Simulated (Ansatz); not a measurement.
Cost and result up the ladder for Os₃ (3 atoms). Charge 0, multiplicity 1. Geometry: PBE0-D4/def2-TZVP.

```xyz
3

Os   -1.4383    0.1131    0.2057
Os    1.0184   -0.9642    0.3961
Os    0.4199    0.8511   -0.6018
```

Ansatz on 4 threads of AMD EPYC 9R45 on a shared host. Times are rough, and most runs start from the orbitals of an earlier one. No level here is sound enough to serve as a yardstick. Binding counts from free atoms at the same level (Os quintet; other spins of the atoms weren't run), without zero-point energy or a counterpoise term.

In the def2 sets Os takes a core potential; there is no spin–orbit coupling. No other spin state of charge 0 was run. Another isomer (quintet) lies 1.40 eV lower at PBE0-D4/def2-TZVP; other spin states weren't run for this one.

Run but left out: HF/def2-TZVP (restricted singlet, unstable in another Hartree–Fock run and untested here); CCSD(T)/def2-TZVPP (restricted singlet, unstable towards broken spin symmetry).

```csv
level,functions,wall time,binding energy per atom (eV),remarks
PBE-D4/def2-TZVP (with forces),120,0.7 s,2.60,restricted SCF unstable in HF
r2SCAN-D4/def2-TZVP,120,1.1 s,1.86,restricted SCF unstable in HF
PBE0-D4/def2-TZVP,120,1.3 s,1.55,restricted SCF unstable in HF
ωB97X-V/def2-TZVP,120,7 s,1.27,restricted SCF unstable in HF
```
